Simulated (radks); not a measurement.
Question: These are the eigenvalues of the occupied orbitals of an atom or ion with whole-number occupations (eV). Calculated with a radial shooting solver on a logarithmic mesh with Libxc functionals: scalar-relativistic Kohn-Sham, r2SCAN, spin-unpolarised, spherical densities, finite nucleus; meta-GGA in the generalised Kohn-Sham scheme; Fermi nuclear charge, rms radius of each element as measured or else 0.836 A^(1/3) + 0.57 fm.

1s: -9562.705
2s: -1177.484
2p: -1019.886
3s: -141.8902
3p: -94.4483
3d: -18.7826
4s: -12.5529
7s: -0.5055

Which element is it, and in what charge state? The configuration may be excited.

Answer: Z = 30, zinc, charge 0: Zn in [Ar] 3d10 4s1 7s1. The list shows which subshells hold electrons but not how many an open one holds; the 1s level, -351.42 hartree, gives Z - s = 26.5 by -(Z - s)^2/2, which with screening and relativity narrows Z to a few neighbours, and the depths of the outer levels then fix element, charge and occupations together.
